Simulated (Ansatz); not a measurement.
CH₃AlF₂Si, SMILES `F[Si]1(F)[CH2][AlH]1` from Hartree–Fock to CCSD(T)

| atom | x (Å) | y (Å) | z (Å) |
| --- | --- | --- | --- |
| F1 | 0.288 | 2.163 | -0.892 |
| Si2 | -0.433 | 1.043 | -0.010 |
| F3 | -1.150 | 1.837 | 1.171 |
| C4 | 0.694 | -0.362 | 0.439 |
| Al5 | -0.570 | -1.104 | -0.895 |
| H6 | 1.777 | -0.352 | 0.563 |
| H7 | 0.230 | -0.799 | 1.349 |
| H8 | -0.835 | -2.426 | -1.725 |

Charge 0, multiplicity 1. Geometry: relaxed with PBE0-D4/def2-TZVP. Frozen core, restricted reference, the Gaussian-basis code of Ansatz. CBS rows extrapolate triple and quadruple zeta; past MP2 they add the triple-zeta difference.

```
     basis     HF (Eh)  MP2 corr.  CCSD corr.       (T)  CCSD(T) total
  def2-SVP  -769.03863   -0.65485    -0.68735  -0.01624     -769.74222
def2-TZVPP  -769.54277   -0.85323    -0.87959  -0.03107     -770.45343
def2-QZVPP  -769.57048   -0.92792           –         –              –
 CBS(def2)  -769.57430   -0.98324    -1.00960     as TZ     -770.61497
```
